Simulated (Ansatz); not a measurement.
Two isomers of CH7FOSi2: A = `C[SiH](F)[SiH2]O`, B = `FCO[SiH2][SiH3]`.

Program: Ansatz. Geometries: PBE0-D4/def2-TZVP. ΔE: electronic, gas phase. CBS: MP2 limit from def2 TZ/QZ plus the TZ coupled-cluster correction, frozen cores. DFT in def2-TZVPP. B3LYP here is the variant with VWN-RPA as its local correlation; programs differ in this. Each species was taken in one conformer, which may not be the lowest.

A:

```xyz
12

C    -0.388   -1.452   -1.165
Si   -0.986   -0.100   -0.036
F    -1.602    1.085   -0.946
Si    0.737    0.853    1.254
O     1.899    1.534    0.290
H    -1.196   -1.808   -1.809
H     0.433   -1.106   -1.796
H    -0.026   -2.298   -0.573
H    -2.094   -0.604    0.826
H     0.167    1.850    2.207
H     1.435   -0.198    2.040
H     1.620    2.243   -0.292
```

B:

Z-matrix (Å, degrees):
```
C
O 1 1.368
F 1 1.379 2 110.6
H 1 1.098 2 112.0 3 118.7
H 1 1.092 2 108.8 3 -118.0
Si 2 1.667 1 124.2 3 -60.4
Si 6 2.349 2 111.9 1 -39.4
H 6 1.486 2 110.7 1 83.3
H 6 1.484 2 104.8 1 -159.6
H 7 1.488 6 111.0 2 -56.1
H 7 1.488 6 108.1 2 -175.3
H 7 1.487 6 111.5 2 65.1
```

Problem. Which isomer does CCSD(T)/CBS put lower? Give the gap. (An estimate is asked.)

Solution. Ansatz gave: A, by 272.5 kJ/mol.

Problem. Give E(B) − E(A) in kJ/mol with r2SCAN-D4, HF/def2-TZVPP, MP2/def2-TZVPP, B3LYP, CCSD(T)/def2-TZVPP, PBE-D4, CCSD/def2-TZVPP. (An estimate is asked.)

Solution. Ansatz gave: r2SCAN-D4 263.0, HF/def2-TZVPP 255.6, MP2/def2-TZVPP 278.3, B3LYP 259.3, CCSD(T)/def2-TZVPP 261.9, PBE-D4 251.9, CCSD/def2-TZVPP 263.3. None reverses the order clearly.

Largest T1 diagnostic: 0.013.

In def2-TZVPP, CCSD(T) changes the Hartree–Fock value by +6.3 kJ/mol (the triples alone add −1.4 kJ/mol) and MP2 by +22.7 kJ/mol. From PBE to PBE0 (25 % exact exchange), in def2-TZVPP and without D4, E(B) − E(A) moves by +5.7 kJ/mol.
